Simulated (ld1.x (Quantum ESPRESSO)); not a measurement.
# O, PAW: configuration errors across variants

oxygen, PAW, made with ld1.x (Quantum ESPRESSO) 7.5 (LDA (PZ), scalar-relativistic). Core [He], reference 2s2 2p2 (charge +2). Waves: 2s (bound): rcut 0.55, rcutus 0.70 bohr; 2s channel at -3.8 Ry: rcut 0.55, rcutus 0.70 bohr; 2p (bound): rcut 0.80, rcutus 1.15 bohr; 2p channel at -0.15 Ry: rcut 0.80, rcutus 1.15 bohr; 3d channel at 0.35 Ry: rcut 0.75, rcutus 1.00 bohr; 3d channel at 2.65 Ry: rcut 0.75, rcutus 1.00 bohr. Local part: all-electron potential smoothed inside 0.80 bohr (lloc = -1). Core correction: Bessel-smoothed model core inside 0.35 bohr. Augmentation charge: GAUSS, radius 0.60 bohr.

All-electron excitation energies from the reference (eV): (1) 2s2 2p4 -50.292; (2) 2s2 2p3 -33.708; (3) 2s2 2p1 53.964; (4) 2s2 2p3.5 -43.926; (5) 2s2 2p4.3 -52.466.

The overlap operator is not positive definite (basis up to 400 Ry) in “local potential all-electron potential smoothed inside 0.62 bohr (lloc = -1)”, “waves 2p (bound): rcut 0.80, rcutus 1.60 bohr; 2p channel at -0.15 Ry: rcut 0.80, rcutus 1.60 bohr”. Such files are unfit for use, however small their errors in these radial tests.

Tests that are not counted but printed errors over 1 eV. “waves 2p (bound): rcut 0.80, rcutus 1.60 bohr; 2p channel at -0.15 Ry: rcut 0.80, rcutus 1.60 bohr”: 2s2 2p4 (solver errors, printed error -365 eV); 2s2 2p4.3 (solver errors, printed error -422 eV).

3 further variants failed, have other tests or too few solved ones, and are left out.

Errors AE − PS in meV (a dash: test not solved or not reliable):

```tsv
change	(1)	(2)	(3)	(4)	(5)	bound ghosts
base	+4.9	+2.3	+0.2	+3.7	+5.5	none
local potential all-electron potential smoothed inside 0.62 bohr (lloc = -1)	+5.7	+2.7	+1.2	+4.3	+6.3	not determined (overlap not positive)
local potential all-electron potential smoothed inside 1.15 bohr (lloc = -2)	+2.6	+1.3	-3.1	+2.0	+2.9	none
waves 3d channel at 0.35 Ry: rcut 0.75, rcutus 1.38 bohr; 3d channel at 2.65 Ry: rcut 0.75, rcutus 1.38 bohr	+4.9	+2.3	+0.2	+3.7	+5.5	none
augmentation PSQ, inside the norm-conserving radii	+3.9	+1.9	-1.4	+2.9	+4.3	none
waves 2p (bound): rcut 0.80, rcutus 1.60 bohr; 2p channel at -0.15 Ry: rcut 0.80, rcutus 1.60 bohr	–	+525	+261	+1280	–	not determined (overlap not positive)
wave 3d channel at 0.35 Ry: rcut 0.75, rcutus 1.00 bohr becomes 3d channel at 0.74 Ry: rcut 0.75, rcutus 1.00 bohr	+4.9	+2.3	+0.2	+3.7	+5.5	none
core correction Bessel-smoothed model core inside 0.32 bohr	+4.9	+2.3	+0.2	+3.7	+5.5	none
all radii but the core radius scaled by about 1.21 (s 0.84, p 1.40, d 1.22 bohr, rcut 0.66/0.96/0.90); local potential all-electron potential smoothed inside 0.96 bohr (lloc = -1); augmentation GAUSS, radius 0.72 bohr	+11	+3.8	+2.8	+7.0	+13	none
```

Problem. Give the same row for: waves 2s (bound): rcut 0.55, rcutus 0.88 bohr; 2s channel at -3.8 Ry: rcut 0.55, rcutus 0.88 bohr.

Solution. +3.9, +2.0, -1.2, +3.0, +4.3; bound ghosts: none.
